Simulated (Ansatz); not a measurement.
Task: Predict a relaxed structure of VSF3, charge 0, singlet, at r2SCAN-D4/def2-SVP (Ansatz).

Result: 
```xyz
5

V     0.008    0.054    0.039
S    -0.236   -1.565   -1.118
F     1.422    0.873   -0.442
F     0.148   -0.439    1.663
F    -1.343    1.076   -0.142
```
Point group C3v (tolerance 0.1 Å). The metal has 4 neighbours: S 2.00 Å, F 1.70 Å, F 1.70 Å, F 1.70 Å. This is one stationary point.

The restricted singlet is unstable towards broken spin symmetry at other levels; at r2SCAN-D4/def2-SVP this wasn't settled.
